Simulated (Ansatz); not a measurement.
`[ZnH][S][GaH2]` and `B[S][ZnH]` differ in one atom or group.

Ansatz, PBE0-D4/def2-TZVP geometries, multiplicity 1. 

Scalar relativity is left out up to krypton.

```
                                        property  `[ZnH][S][GaH2]`
              HOMO energy (PBE0/def2-TZVPP) / eV             -7.64
             HOMO–LUMO gap (PBE/def2-TZVPP) / eV              4.27
size of the dipole moment (B3LYP/def2-TZVPP) / D              0.85
               HOMO energy (PBE/def2-TZVPP) / eV             -6.56
           LUMO energy (ωB97M-V/def2-TZVPP) / eV              0.19
              LUMO energy (PBE0/def2-TZVPP) / eV             -1.52
```

(1) What does the change do to each property? (Estimate.)

Results:

(1) Computed: 
| property | `B[S][ZnH]` | shift |
| --- | --- | --- |
| HOMO energy (PBE0/def2-TZVPP) / eV | -7.95 | -0.31 |
| HOMO–LUMO gap (PBE/def2-TZVPP) / eV | 4.51 | 0.24 |
| size of the dipole moment (B3LYP/def2-TZVPP) / D | 1.17 | 0.32 |
| HOMO energy (PBE/def2-TZVPP) / eV | -6.81 | -0.25 |
| LUMO energy (ωB97M-V/def2-TZVPP) / eV | 0.61 | 0.42 |
| LUMO energy (PBE0/def2-TZVPP) / eV | -1.34 | 0.18 |

With PBE0 the HOMO falls by 0.31 eV and the LUMO rises by 0.18 eV, so the gap widens by about 0.49 eV. PBE moves the HOMO by -0.25 eV and ωB97M-V by -0.29 eV. Dipoles are sizes alone; their direction can turn.

B3LYP here is the variant with VWN-RPA as its local correlation; programs differ in this.
